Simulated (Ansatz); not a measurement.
Mg₂Se₂⁻. Charge -1, multiplicity 2. Geometry r2SCAN-D4/def2-SVP, that of the neutral singlet; atoms count from 1.

Cartesian coordinates in Å:
```
Mg 0.610 1.001 -0.689
Mg -0.610 -1.001 0.689
Se 1.353 0.227 1.528
Se -1.353 -0.227 -1.528
```

The structure comes from a short search, and lower isomers may exist.

Estimate the Mulliken populations from the PBE0/def2-TZVPD orbitals of Ansatz.


| atom | charge (e) | spin (α − β) |
| --- | --- | --- |
| Mg1 | 0.31 | 0.61 |
| Mg2 | 0.31 | 0.61 |
| Se3 | -0.81 | -0.11 |
| Se4 | -0.81 | -0.11 |
Mulliken values depend strongly on the basis. With diffuse functions, as here, like atoms can get unlike values, and bond orders can come out too low or too high.

Where does the spin sit?

Summed by element: Mg 1.22, Se -0.22, of 1 unpaired in all. Largest on single atoms: Mg1 0.61, Mg2 0.61, Se4 -0.11.

And the Mayer bond orders between heavy atoms (over 0.3)?

Mg1–Mg2 0.43 (2.72 Å); Mg1–Se3 0.61 (2.46 Å); Mg1–Se4 0.61 (2.46 Å); Mg2–Se3 0.61 (2.46 Å); Mg2–Se4 0.61 (2.46 Å).
